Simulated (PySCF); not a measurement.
A structure optimised at PBE-D3(BJ)/def2-SVP, used in a PySCF frequency run:

```xyz
11

Al     0.5256     0.0611     0.4749
C     -1.1796     0.5153    -0.4895
F     -1.7965     1.6198     0.0102
F     -2.0812    -0.5066    -0.4205
F     -0.9552     0.7530    -1.8145
F      1.0487     1.0244     1.7377
O      1.3547    -1.3053    -0.0631
C      2.4994    -2.0850     0.1654
H      3.1304    -2.1190    -0.7499
H      3.1274    -1.6995     0.9999
H      2.2101    -3.1307     0.4099
```
Charge 0, spin multiplicity 1.

Q: Write its SMILES and formula.

A: C[O][Al]([F])[C](F)(F)F, C2H3AlF4O

Q: What are its rotational constants (standard atomic weights)?

A: 2.4324, 1.0256, 0.83373 GHz
